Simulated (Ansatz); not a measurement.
**One elementary step**

Start structure (AlH₂ClF₂, closed shell), relaxed at PBE0-D4/def2-TZVP:

```tsv
atom	x (Å)	y (Å)	z (Å)
Al1	-0.4352	-0.6589	0.0379
H2	-1.7369	-0.4928	0.8885
F3	-0.3805	-0.0668	-1.5140
F4	0.6612	-1.8295	0.4160
H5	0.9267	1.6674	-0.5424
Cl6	0.9649	1.3808	0.7138
```

The step: AlHF₂ ([F][AlH][F]) + HCl → AlClF₂ ([F][Al]([F])[Cl]) + H₂; bonds formed: H2–H5; dative contacts that become bonds: Al1–Cl6; bonds broken: Al1–H2, H5–Cl6. Ansatz 0.2.0; basis: def2-TZVPP and def2-QZVPP; cores frozen in the correlated methods. Extrapolation: Hartree–Fock as exp(−7.88 √X), correlation as X^−2.97. Energies below are by CCSD(T) at an estimated basis limit (MP2 extrapolated from triple and quadruple zeta, plus CCSD(T) − MP2 in triple zeta).

(1) What are the electronic barrier and the energy of the step, from the start structure to the end structure? (To be estimated.)

No T1 diagnostic of these runs exceeds 0.012. The end structure is not quite a true minimum (one mode of 33i cm⁻¹).

## Answers

(1) By the calculation: Barrier 44.3 kJ/mol; step energy -110.2 kJ/mol (downhill); reverse barrier, their difference, 154.5 kJ/mol. Barrier and step energy count from the start structure, the reverse barrier from the end structure.

The saddle point: One imaginary mode of 634i cm⁻¹.
```
   pair  start (Å)  saddle (Å)  end (Å)
Al1–Cl6       2.56        2.38     2.07
  H2–H5       3.72        1.32     0.76
 Al1–H2       1.56        1.64     2.18
 H5–Cl6       1.29        1.42     2.89
```

Zero-point energy (harmonic, PBE0-D4): ZPE is 54.6 kJ/mol at the start and 51.8 kJ/mol at the saddle, so the barrier goes from 44.3 to 41.4 kJ/mol.

Labels in which every atom is bracketed show which atoms are joined, not bond orders.

For scale, one of the runs: CCSD(T)/def2-TZVPP, 174 basis functions, launched by `ansatz run in.yaml --threads 2 --pin off --events-out ev --progress --plain --max-ram 4352MiB`. Hardware: 2 CPU threads of an Intel Xeon 6975P-C, shared host. Wall time 15 s; peak host memory 1.6 GiB.
